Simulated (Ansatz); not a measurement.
Reaction (hydrogenolysis of the Al–N bond): `C[NH][Al]([NH2])[OH]` + H₂ → `[NH2][AlH][OH]` + CH₃NH₂

Computed with Ansatz on PBE0-D4/def2-TZVP structures; ΔE is electronic, products minus reactants. CCSD(T)/CBS is the MP2 limit (def2-TZVPP, def2-QZVPP) plus CCSD(T) − MP2 in def2-TZVPP, frozen cores. This one scheme is used for every species. DFT in def2-TZVPP. B3LYP here is the variant with VWN-RPA as its local correlation; programs differ in this. One conformer a species, not always the lowest.

| level | ΔE (kJ/mol) | difference from CCSD(T)/CBS |
| --- | --- | --- |
| PBE-D4 | 53.4 | -6.2 |
| r2SCAN-D4 | 60.7 | 1.1 |
| PBE0-D4 | 52.5 | -7.1 |
| B3LYP-D4 | 58.2 | -1.4 |
| ωB97X-V | 53.2 | -6.4 |
| ωB97M-V | 55.3 | -4.3 |
| B2PLYP | 54.0 | -5.6 |
| PBE | 46.7 | -12.9 |
| r2SCAN | 58.7 | -0.9 |
| PBE0 | 46.5 | -13.1 |
| B3LYP | 47.7 | -11.9 |
| HF/def2-TZVPP | 38.9 | -20.7 |
| MP2/def2-TZVPP | 64.1 | 4.5 |
| SCS-MP2/def2-TZVPP | 58.7 | -0.9 |
| CCSD/def2-TZVPP | 53.8 | -5.8 |
| CCSD(T)/def2-TZVPP | 57.1 | -2.5 |
| HF/def2-QZVPP | 39.8 | -19.8 |
| MP2/def2-QZVPP | 65.9 | 6.3 |
| SCS-MP2/def2-QZVPP | 60.4 | 0.8 |
| HF/CBS(def2) | 39.9 | -19.7 |
| MP2/CBS(def2) | 66.6 | 7.0 |
| CCSD/CBS(def2) | 56.3 | -3.3 |
| CCSD(T)/CBS | 59.6 | 0 |

Largest T1 diagnostic among the species: 0.011.

In def2-TZVPP, CCSD(T) changes the Hartree–Fock value by +18.2 kJ/mol (the triples alone add +3.3 kJ/mol) and MP2 by +25.2 kJ/mol. The D4 term adds +10.5 kJ/mol with B3LYP and +6.0 kJ/mol with PBE0; it sums over pairs of atoms, weighted by their polarisabilities, and B3LYP, whose exchange is more repulsive, gets the larger term.
